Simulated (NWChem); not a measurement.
System: vinylidene fluoride (C2H2F2); SMILES C=C(F)F

The following NWChem deck was run.

```
start job
memory heap 200 mb stack 900 mb global 1100 mb
geometry units angstroms noautosym nocenter noautoz
  C      0.014913    -1.385722     0.000000
  C      0.000736    -0.062923     0.000000
  F     -1.093196     0.686527     0.000000
  F      1.078430     0.709732     0.000000
  H      0.957241    -1.915946     0.000000
  H     -0.915803    -1.936068     0.000000
end
basis spherical
  * library 6-31g*
end
dft
  xc b3lyp
  iterations 150
end
cosmo
  do_cosmo_smd true
  solvent hexane
end
task dft energy
```

Structure relaxed at the B3LYP/6-31G* (spherical d) level. Solvent: n-hexane.

Level: B3LYP/6-31G* with SMD (1 M gas to 1 M solution), gas-phase geometry.

### Question
Predict the main results of this run. (B3LYP/6-31G* (spherical d), SMD on the gas-phase geometry.) Quantities: solvation free energy (kcal/mol); cavity-dispersion-structure term (kcal/mol); dipole in solution (D).

### Answer
The solvation free energy (kcal/mol) is -0.2 and the cavity-dispersion-structure term (kcal/mol) comes out as 0.6. The dipole in solution (D) comes out as 1.16.
